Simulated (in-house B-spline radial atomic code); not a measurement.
## BP86 excitations of the arsenic ion As⁵⁺

Method: BP86. Computed with an all-electron radial atomic-structure program (B-spline basis): linear response of the closed shell [Ar] 3d10 with the functional's adiabatic kernel; scalar-relativistic (spin-free one-electron X2C), finite nucleus, no spin-orbit coupling, no double excitations, S, P, D and F terms only. Only terms of natural parity with L up to 3 were computed.

Command:
```bash
python run_td.py task.json out
```
Settings (radii: box in bohr, nucleus in fm):
```
Z                        33
electrons                28
configuration            [Ar] 3d10
hamiltonian              x2c
method                   b88,p86
box_radius               16.35
rms_radius               4.0968
intervals                71
```

Cost of the run: 1.5 s on 1 thread of Arm Neoverse N1, with other jobs on the host.

The lowest states, in the order of their Tamm-Dancoff energies; the method's threshold (minus the highest occupied level) is 107.26 eV. Labels give the largest channel, * marks a mixed state, and oscillator strengths are full-response dipole values. Semilocal kernels can invert the small singlet-triplet splittings of Rydberg terms. Energies in eV:

```tsv
state	full response	Tamm-Dancoff	oscillator strength
3d → 4s 3D	37.33	37.35	-
3d → 4s 1D	38.00	38.01	-
3d → 4p 3P	50.52	50.55	-
3d → 4p 3F	50.66	50.68	-
3d → 4p 1F	51.05	51.06	-
3d → 4p 1P	52.20	52.27	0.565
3d → 4d 3S	69.34	69.37	-
3d → 4d 3D	70.05	70.06	-
3d → 4d 1D	?	?	-
3d → 5s 3D	74.64	74.64	-
3d → 5s 1D	74.80	74.80	-
3d → 4d 1S	74.63	75.21	-
3d → 5p 3P	79.26	79.27	-
3d → 5p 3F	79.29	79.29	-
3d → 5p 1F	79.41	79.41	-
3d → 5p 1P	79.72	79.74	0.068
3d → 4f 3P	83.63	83.63	-
3d → 4f 3F	83.67	83.68	-
3d → 4f 1F	83.70	83.70	-
3d → 4f 1P	84.09	84.12	0.535
3d → 5d 3S	86.34	86.35	-
3d → 5d 3D	?	?	-
```

Task: Where does 3d → 4d 1D lie?

Result: At 70.58 eV in full response, 70.59 eV in Tamm-Dancoff.

Task: Where does 3d → 5d 3D lie?

Result: At 86.59 eV in full response, 86.60 eV in Tamm-Dancoff.

Task: How large is the singlet-triplet splitting of 3d → 4s (D terms) in Tamm-Dancoff?

Result: 0.659 eV, from the unrounded values.

Task: What polarisabilities and dispersion coefficient does the method give?

Result: Dipole 0.5633 bohr³, quadrupole 0.6634 bohr⁵, C6 0.9389 hartree·bohr⁶ for two such species.
